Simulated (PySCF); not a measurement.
**`[F][Ga-]([F])([F])[Cl]`, [ClF3Ga]-, charge -1**

Molfile (atoms numbered from 1):
```
ClF3Ga
     RDKit          3D

  5  4  0  0  0  0  0  0  0  0999 V2000
   -0.8541   -0.7651   -1.4005 F   0  0  0  0  0  0  0  0  0  0  0  0
   -0.0752    0.0093    0.0012 Ga  0  0  0  0  0  4  0  0  0  0  0  0
   -0.7131   -0.7158    1.4974 F   0  0  0  0  0  0  0  0  0  0  0  0
   -0.4582    1.7481   -0.0032 F   0  0  0  0  0  0  0  0  0  0  0  0
    2.1128   -0.2755   -0.1120 Cl  0  0  0  0  0  0  0  0  0  0  0  0
  1  2  1  0
  2  3  1  0
  2  4  1  0
  2  5  1  0
M  CHG  1   2  -1
M  END
```

Method used: TDDFT wB97X-D/def2-SVPD excited states, vertical, gas phase (PySCF). Geometry: PBE0-D3(BJ)/def2-SVP.

The calculation is non-relativistic, which matters for the atoms heavier than Zn. For a gas-phase anion, states above the detachment energy (about 6.5 eV, taken as minus the energy of the highest occupied orbital) lie in the continuum and depend on the basis. Singlets 1 and 2, 5 and 6 lie within 0.01 eV of each other, so their separate moments and overlaps can depend on how they mix.

Q: How strongly do the lowest singlets absorb one photon, and two photons of half the energy?

A: δ for parallel linear polarisation; σ at the peak of a Lorentzian of half width 0.1 eV, single beam; Ω is circular over linear.
| state | E (eV) | f | photon λ (nm) | δ (au) | σ (GM) | Ω | main |
| --- | --- | --- | --- | --- | --- | --- | --- |
| S1 | 7.27 | 0.060 | 341 | 1.79 | 0.04 | 1.50 | HOMO→LUMO 0.79, HOMO→LUMO+1 0.10 |
| S2 | 7.28 | 0.060 | 341 | 1.76 | 0.03 | 1.50 | HOMO−1→LUMO 0.79, HOMO−1→LUMO+1 0.10 |
| S3 | 8.32 | 0.360 | 298 | 19.7 | 0.50 | 0.03 | HOMO−2→LUMO 0.86 |
| S4 | 8.52 | 0.000 | 291 | <0.1 | 0.00 | – | HOMO−3→LUMO 0.78, HOMO−3→LUMO+2 0.14 |
| S5 | 8.68 | 0.056 | 286 | 1.67 | 0.05 | 1.50 | HOMO−4→LUMO 0.64, HOMO−4→LUMO+2 0.11 |

Among these, the strongest one-photon state is S3, the strongest two-photon state S3.
